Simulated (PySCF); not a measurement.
A GIAO shielding run with PySCF (density fitting, non-relativistic, gas phase) on `CCCN(C)N(C)[SiH3]`, C5H16N2Si:

```
$ OMP_NUM_THREADS=1 python probes_run.py task.json out

{"job": {"kind": "nmr", "xc": "PBE0", "basis": "pcSseg-1"}, "charge": 0, "multiplicity": 1}
C      3.171288     0.135438     0.336323
C      1.732251     0.504274     0.000529
C      0.895247    -0.731272    -0.312916
N     -0.457024    -0.362665    -0.704665
C     -1.232295    -1.501521    -1.153106
N     -1.115779     0.434711     0.250348
C     -1.523333    -0.190787     1.488117
Si    -1.882763     1.827501    -0.410142
H      3.206608    -0.528873     1.197732
H      3.747591     1.027730     0.568268
H      3.644462    -0.369705    -0.503168
H      1.708215     1.166536    -0.865729
H      1.281035     1.039003     0.837148
H      0.908989    -1.422475     0.548237
H      1.332689    -1.261046    -1.163917
H     -1.274375    -2.320253    -0.419213
H     -2.245213    -1.167026    -1.370071
H     -0.785647    -1.883428    -2.070653
H     -2.339593    -0.910325     1.351001
H     -0.681429    -0.706124     1.955499
H     -1.866567     0.590712     2.161156
H     -0.949179     2.331169    -1.407282
H     -2.088380     2.728510     0.727038
H     -3.198532     1.589679    -1.032976
```

Hardware: 1 thread of an Intel Xeon Platinum 8488C, shared host. The job also computes population analyses, field gradients.

Problem. How large is the calculation?

Solution. 74 electrons, 223 basis functions and 1168 auxiliary functions.

Problem. How long does it take, and how much memory does it need?

Solution. 44 s of wall time, with 13 SCF cycles and 4 response iterations; peak memory 1.1 GiB. Times on a shared host scatter by some tens of per cent.
